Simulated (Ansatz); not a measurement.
Basis-set extrapolation for `CC[NH][AlH2]` (PBE0-D4/def2-TZVP geometry, frozen core, Ansatz). Multiplicity 1, RHF reference.

```csv
,def2-TZVPP,def2-QZVPP
HF,-376.840072,-376.854153
MP2 correlation,-0.651898,-0.694929
CCSD(T) correlation,-0.723082,not run
```

Energies in hartree. Use E(X) = E(∞) + A·exp(−7.88·√X) for Hartree–Fock and E(X) = E(∞) + B·X^(−2.97) for correlation, with X = 3 and 4, and add CCSD(T) minus MP2 of the smaller set to the MP2 limit.

Task: What is the CCSD(T) energy at the basis-set limit?

Result: HF limit: -376.854153 + (-0.014081) × 0.13774 = -376.85609. MP2 limit: -0.694929 + (-0.043031) × 0.74074 = -0.72680. Higher-order term: -0.723082 − (-0.651898) = -0.07118. Total: -377.65407 hartree, 238.7 kJ/mol below CCSD(T)/def2-TZVPP.
